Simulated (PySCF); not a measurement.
# Excited states of La³⁺ (lanthanum, charge +3)

Ground state [Xe], ¹S. All numbers are calculated (PySCF 2.14, a scalar-relativistic core potential, in def2-TZVPPD with one added diffuse shell each of s, p, d, f type with the def2 core potential (46 electrons) (7s6p4d3f1g, 75 functions)). Vertical excitation energies in eV without spin-orbit coupling; excited terms of each kind are numbered among those the solver found. Frozen: nothing.

```json
{"term": "1 3P°", "leading excitation": "5p → d", "EOM-EE-CCSD": "20.319"}
{"term": "1 3F°", "leading excitation": "5p → d", "EOM-EE-CCSD": "21.173"}
{"term": "1 1D°", "leading excitation": "5p → d", "EOM-EE-CCSD": "22.355"}
{"term": "1 3D°", "leading excitation": "5p → d", "EOM-EE-CCSD": "22.519"}
{"term": "1 1F°", "leading excitation": "5p → d", "EOM-EE-CCSD": "22.630"}
{"term": "1 1P°", "leading excitation": "5p → s", "EOM-EE-CCSD": "25.935"}
{"term": "1 3S", "leading excitation": "5p → p", "EOM-EE-CCSD": "29.297"}
{"term": "1 3D", "leading excitation": "5p → p", "EOM-EE-CCSD": "30.102"}
{"term": "1 1D", "leading excitation": "5p → p", "EOM-EE-CCSD": "30.356"}
{"term": "1 1P", "leading excitation": "5p → p", "EOM-EE-CCSD": "30.560"}
{"term": "1 3P", "leading excitation": "5p → p", "EOM-EE-CCSD": "30.614"}
{"term": "1 1S", "leading excitation": "5p → p", "EOM-EE-CCSD": "31.480"}
{"term": "2 3D", "leading excitation": "5p → f", "EOM-EE-CCSD": "34.253"}
{"term": "1 1G", "leading excitation": "5p → f", "EOM-EE-CCSD": "35.087"}
```

The spin-orbit splitting of the hole, absent here, rivals or exceeds the spacing of these terms, so the LS terms are model states.

The solver can miss terms.
